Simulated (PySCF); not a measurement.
InH⁺: one state, many levels of theory

State: ²Σ⁺ (doublet), unpaired electrons σ ↑. Set-up: basis In x2c-SVPall, H x2c-SVPall; spin-free X2C with a Gaussian nucleus; PySCF 2.14. De refers to In⁺ + H in their ground configurations, without counterpoise correction. The functionals are run spin-unrestricted. A positive dipole points towards H; it is taken about the centre of mass and depends on that origin. Levels whose curve was spin-contaminated or gave no clean fit are not listed.

```tsv
Level	Re (Å)	ωe (cm⁻¹)	De (eV)	μ (D)
ROHF-CCSD(T)	1.829	1122	0.177	n/a
LDA	1.866	1091	0.61	0.47
PBE	1.902	946	0.311	0.37
r²SCAN	1.859	1075	0.50	0.24
M06-L	1.873	1052	0.200	0.07
PBE0	1.855	1074	0.312	0.23
r²SCAN0	1.843	1108	0.488	0.19
ωB97X	1.850	1081	0.162	0.23
```

The bond length runs from 1.829 Å (ROHF-CCSD(T)) to 1.902 Å (PBE). De spans 0.16 eV (ωB97X, range-separated hybrid) to 0.61 eV (LDA, local density).

Correlated steps freeze 18 core orbitals. The bond is weak. Basis-set superposition, not corrected here, can be much of De in a small basis, most of all at correlated wavefunction levels. Spin–orbit coupling is left out. For an ion De counts to the pair picked by the measured ionisation energies or electron affinities, which need not be the lowest pair at this level. The state was picked by a PBE0 search and need not be the measured ground state.

The whole job (state search and all levels along the bond) took about 1.3 min on 1 thread of Arm Neoverse V2 (shared host), peak memory 0.45 GiB.
